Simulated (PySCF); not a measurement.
## Basis-set dependence of the excitation energy of Re²⁺

Re²⁺ [Xe] 4f14 5d5 (6S) → Re²⁺ [Xe] 4f14 5d4 6s1, s spin flipped. Calculated with PySCF 2.14 from differences of total energies of unrestricted determinants, without spin-orbit coupling. Values in eV.

| basis | Hamiltonian | functions | UHF | LDA | PBE0 | MP2 (valence) |
| --- | --- | --- | --- | --- | --- | --- |
| aug-cc-pVDZ-PP with ECP60MDF | ECP | 54 | 5.014 | 4.083 | 4.584 | 4.641 |
| aug-cc-pVTZ-PP with ECP60MDF | ECP | 88 | 4.902 | 3.998 | 4.512 | 4.456 |
| def2-QZVPPD with the def2 core potential (60 electrons) | ECP | 91 | 4.911 | 4.011 | 4.516 | 4.491 |

Question: Estimate the row for aug-cc-pwCVDZ-PP with ECP60MDF (ECP, 70 functions).

Answer: From the rows with the same Hamiltonian and similar size; the calculation gives UHF 4.93; LDA 4.03; PBE0 4.53; MP2 (valence) 4.57 (eV).

Frozen outside the core potential: valence: 5s2 5p6.

In the upper determinant the s electron has its spin opposite to the other open shell, which mixes two multiplicities.
